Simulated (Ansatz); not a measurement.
Ansatz (a first-principles code) input (CCSD(T)/STO-3G):

Ansatz 0.2 input:
```yaml
crystal:
  periodic: [false, false, false]
  atoms:
    - {symbol: Si, position_ang: [2.03902313, -0.18969805, -0.02364211]}
    - {symbol: C, position_ang: [0.18849107, -0.00356700, -0.00923208]}
    - {symbol: C, position_ang: [-0.69168118, -0.89782877, 0.49338241]}
    - {symbol: C, position_ang: [-2.10869069, -0.40161955, 0.32600436]}
    - {symbol: C, position_ang: [-1.85970320, 0.90335168, -0.34684888]}
    - {symbol: C, position_ang: [-0.57320157, 1.15967868, -0.55144316]}
    - {symbol: H, position_ang: [2.55734222, -0.15782122, -1.41297269]}
    - {symbol: H, position_ang: [2.68230429, 0.91925911, 0.72222225]}
    - {symbol: H, position_ang: [2.39782620, -1.48120574, 0.60684869]}
    - {symbol: H, position_ang: [-0.44692096, -1.84358444, 0.95613598]}
    - {symbol: H, position_ang: [-2.62376957, -0.28878643, 1.28534555]}
    - {symbol: H, position_ang: [-2.71553021, -1.07969509, -0.28254509]}
    - {symbol: H, position_ang: [-0.12886245, 2.02751628, -1.01522112]}
basis:
  gaussian:
    orbitals: STO-3G
magnetization: {spin_polarized: true, initial_magnetization: 1}
correlation: {method: ccsd_t, electrons: outside_noble_gas}
```

End of the output:

```
coupled cluster: 0.14 GiB planned
cycle   1  -10.00230135 eV  change   -3.5e-3 eV  update   6.3e-3
cycle   2  -10.00928084 eV  change   -7.0e-3 eV  update   5.0e-3
cycle   3  -10.01328377 eV  change   -4.0e-3 eV  update   2.4e-3
cycle   4  -10.01791242 eV  change   -4.6e-3 eV  update   1.6e-3
cycle   5  -10.02372963 eV  change   -5.8e-3 eV  update   8.3e-4
cycle   6  -10.02697794 eV  change   -3.2e-3 eV  update   3.5e-4
cycle   7  -10.02757967 eV  change   -6.0e-4 eV  update   1.5e-4
cycle   8  -10.02730988 eV  change    2.7e-4 eV  update   7.4e-5
cycle   9  -10.02708346 eV  change    2.3e-4 eV  update   4.1e-5
cycle  10  -10.02699251 eV  change    9.1e-5 eV  update   2.5e-5
cycle  11  -10.02698553 eV  change    7.0e-6 eV  update   1.2e-5
coupled cluster: 0.14 GiB planned
perturbative correction -0.17979410 eV, -0.0066073111 hartree
Total energy: -12979.40234254 eV, -476.9842383335 hartree
```

It need not be the lowest isomer of its formula.

The determinant is spin-contaminated: <S^2> is 1.56 against 0.75 for a pure state.
